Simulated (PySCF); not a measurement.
CH4OSe2. Atoms are numbered in the order given.

```xyz
8

Se     0.4538    -0.1929     0.8635
O      1.6919    -0.6531    -0.3555
C      1.3475    -1.7383    -1.1924
H      0.4940    -1.4851    -1.8483
H      2.2257    -1.9430    -1.8235
H      1.0957    -2.6452    -0.6131
Se    -1.1438     0.8421    -0.4234
H     -1.9765    -0.3433    -0.6807
```
Charge 0, spin multiplicity 1.

The structure is a stationary point at ωB97X-D3(BJ)/def2-SVP. Other conformers were not sampled.

These are ωB97X/def2-TZVP in PySCF values and carry that method's errors.

The molecule is in vacuum.

Problem. Estimate the frontier levels, gap, dipole moment and polarisability. (The exact figures need the calculation; the answer reports its results.)

Solution. 
```
Property                                                                                                        Value
---------------------------------------------------------------------------------------------  ----------------------
highest occupied level                                                                                       -9.13 eV
lowest empty level                                                                                            0.77 eV
orbital gap                                                                                                   9.90 eV
dipole moment                                                                                                  1.91 D
quadrupole, principal values (traceless, Buckingham form, about the centre of nuclear charge)   -3.68, 0.07, 3.61 D·Å
mean static polarisability                                                                      68.5 bohr³ (10.14 Å³)
polarisability, principal values                                                               52.4, 64.7, 88.3 bohr³
```
